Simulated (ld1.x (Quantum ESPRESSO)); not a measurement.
Building the PAW potential for molybdenum (LDA (PZ), non-relativistic).

```
Element                 : Mo
Generator               : ld1.x (Quantum ESPRESSO) 7.5
Type                    : PAW
Functional              : LDA (PZ)
Relativity              : non-relativistic
Frozen core             : [Ar] 3d10 4s2
Valence charge          : 12
Reference configuration : 4p6 4d6 5s0 5p0
Partial waves           : 5s (bound, empty): rcut 2.35, rcutus 2.80 bohr; 5s channel at 0.3 Ry: rcut 2.35, rcutus 2.80 bohr; 4p (bound): rcut 1.90, rcutus 2.55 bohr; 5p (bound, empty): rcut 1.90, rcutus 2.55 bohr; 4d (bound): rcut 1.60, rcutus 1.75 bohr; 4d channel at 1.6 Ry: rcut 1.60, rcutus 1.75 bohr
Local potential         : all-electron potential smoothed inside 2.55 bohr (lloc = -1)
Core correction         : Bessel-smoothed model core inside 0.95 bohr
Augmentation charge     : BESSEL, radius 1.80 bohr
```

Results:

- Configuration tests: test run stopped at test 1 of 9 (negative rho)
- Lowest eigenvalue of the overlap operator: -0.33 (s channel); it is negative, so in a basis up to 400 Ry S is not positive definite and the file is unfit for use

The ghost test of this file was not conclusive. Its overlap operator is not positive definite in a basis up to 400 Ry (lowest eigenvalue s -0.33), so the file is unfit for use: the generalised eigenproblem breaks down once the basis is large enough, and its test numbers describe a broken file.

Generation and tests took about 1.1 s on one core of a shared server CPU.
